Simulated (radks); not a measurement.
Results of a calculation; reference values are marked as such.
Question: These are the eigenvalues of the occupied orbitals of an atom or ion with whole-number occupations (eV). Code: a radial shooting solver on a logarithmic mesh with Libxc functionals. Model: scalar-relativistic Kohn-Sham, exchange-only PBE, spin-polarised, spherical densities, finite nucleus; Fermi nuclear charge, rms radius of each element as measured or else 0.836 A^(1/3) + 0.57 fm.

orbital  eigenvalue
1s down   -7596.523
1s up     -7596.517
2s up     -901.1504
2s down   -900.1411
2p up     -772.1553
2p down   -771.3954
3s up     -105.6981
3s down   -103.3938
3p up      -69.1172
3p down    -66.8587
3d up      -12.3131
3d down    -10.3492

Which element is it, and in what charge state? The configuration may be excited. Open shells, if any, are filled with parallel spins first.

Answer: Z = 27, cobalt, charge +1: Co+ in [Ar] 3d8. The list shows which subshells hold electrons but not how many an open one holds; the 1s level, -279.17 hartree, gives Z - s = 23.6 by -(Z - s)^2/2, which with screening and relativity narrows Z to a few neighbours, and the depths of the outer levels then fix element, charge and occupations together.
